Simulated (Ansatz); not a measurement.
Gas-phase electronic energies from Ansatz, PBE0-D4/def2-TZVP geometries. CCSD(T)/CBS is the MP2 limit (def2-TZVPP, def2-QZVPP) plus CCSD(T) − MP2 in def2-TZVPP, frozen cores. DFT in def2-TZVPP. B3LYP here is the variant with VWN-RPA as its local correlation; programs differ in this. For Se outer-core shells are correlated without core-valence functions, which leaves a few kJ/mol of doubt a bond. Scalar relativity is left out up to krypton. One conformer a species, not always the lowest.

Consider the ligand exchange at the Al–Se bond: `[NH2][AlH][SeH]` + `O[SiH2][SiH3]` → `[NH2][AlH][O][SiH2][SiH3]` + H₂Se.

CCSD(T)/CBS gives -41.0 kJ/mol.

Q: Another level gave -44.7 kJ/mol. Which?
A. B3LYP-D4/def2-TZVPP
B. CCSD(T)/def2-TZVPP
C. r2SCAN-D4/def2-TZVPP
D. PBE0-D4/def2-TZVPP

A: B. CCSD(T)/def2-TZVPP -44.7, B3LYP-D4 -49.2, PBE0-D4 -33.9, r2SCAN-D4 -40.6 kJ/mol.

Largest T1 diagnostic among the species: 0.012.

In def2-TZVPP, CCSD(T) changes the Hartree–Fock value by +3.6 kJ/mol (the triples alone add +1.4 kJ/mol) and MP2 by +6.3 kJ/mol. The D4 term adds −5.6 kJ/mol with B3LYP and −3.6 kJ/mol with PBE0; it sums over pairs of atoms, weighted by their polarisabilities, and B3LYP, whose exchange is more repulsive, gets the larger term.
